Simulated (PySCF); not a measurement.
**Energy of Ta²⁺ (tantalum, charge +2) between two integer charges**

The 5d alpha orbital of [Xe] 4f14 5d3 is emptied in steps (occupation f), with all orbitals relaxed, ending at [Xe] 4f14 5d2. All numbers are calculated (PySCF 2.14, scalar relativity through the core potential, in aug-cc-pVDZ-PP with ECP60MDF (5s5p4d2f, 54 functions)). The exact energy is a straight line in f; departures are measured from the line between the end points of the same method.

```csv
f,PBE0 (eV),r2SCAN (eV),LC-wPBE (eV)
1,0.000,0.000,0.000
0.9,-0.336,-0.430,-0.080
0.7,-0.785,-1.003,-0.186
0.5,-0.935,-1.193,-0.220
0.3,-0.787,-1.001,-0.183
0.1,-0.337,-0.427,-0.078
0,0.000,0.000,0.000
```

Q: For PBE0, how does the orbital energy at f = 1 compare with the removal energy?

A: −ε = 20.741 eV against a total-energy difference of 24.466 eV. By Janak's theorem ε = ∂E/∂f, so the gap between them reflects the curvature. Along the path −ε is 21.479 (f = 0.9), 22.965 (f = 0.7), 24.460 (f = 0.5), 25.960 (f = 0.3), 27.464 (f = 0.1) eV.

| method | E(f=0) − E(f=1) (eV) | −ε at f=1 (eV) | −ε at f=0.5 (eV) |
| --- | --- | --- | --- |
| PBE0 | 24.466 | 20.741 | 24.460 |
| r2SCAN | 24.449 | 19.676 | 24.454 |
| LC-wPBE | 24.308 | 23.420 | 24.314 |

Reference removal energy between the ground levels: 23.1 ± 1.6 eV (theoretical estimate listed by NIST; NIST Atomic Spectra Database, ionization energies). The calculation has no spin-orbit coupling. The determinant left behind need not be the lowest term of the ion.
